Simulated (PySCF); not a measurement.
## A small calculation by hand: chemical shift, span and skew from a shielding tensor

C₅H₉F, SMILES C[C@@H]1C(F)[C@H]1C. Atoms are numbered in the order given.

```xyz
15

C      1.8010    -0.8369    -0.3847
C      0.4878    -0.1676    -0.7192
C     -0.7565    -0.4294     0.1180
C     -2.1216    -0.5740    -0.5128
C     -0.0655     0.8956     0.1835
F      0.6384     1.2014     1.3179
H      1.8419    -1.8580    -0.7969
H      2.6510    -0.2704    -0.7988
H      1.9454    -0.8995     0.7036
H      0.3094    -0.0050    -1.7892
H     -0.5756    -1.0553     1.0001
H     -2.9246    -0.3501     0.2086
H     -2.2395     0.1124    -1.3668
H     -2.2809    -1.5979    -0.8892
H     -0.5445     1.7852    -0.2417
```

Geometry optimised at B3LYP-D3(BJ)/def2-SVP. The structure was generated by enumeration; whether it is a known compound was not checked.

GIAO shieldings from B3LYP/pcSseg-1 run with PySCF, non-relativistic, no solvent. The symmetric part of the tensor of C5 has the principal values 46.5, 70.2, 176.1 ppm. The same nucleus in TMS has σ = 181.3 ppm at this level (PySCF, at its B3LYP-D3(BJ)/def2-TZVP geometry).

Q: Work out the isotropic shielding, the ¹³C shift against TMS, the span and the skew.

A: 
σ(iso) = (σ11 + σ22 + σ33)/3 = 97.6 ppm. δ = σ(ref) − σ(iso) = 181.3 − (97.6) = 83.7 ppm.
Span Ω = σ33 − σ11 = 129.6 ppm. Skew κ = 3(σ(iso) − σ22)/Ω = 0.63. Tumbling in solution averages the tensor to δ; in a static solid the shielding alone would spread this spin-1/2 line over Ω.
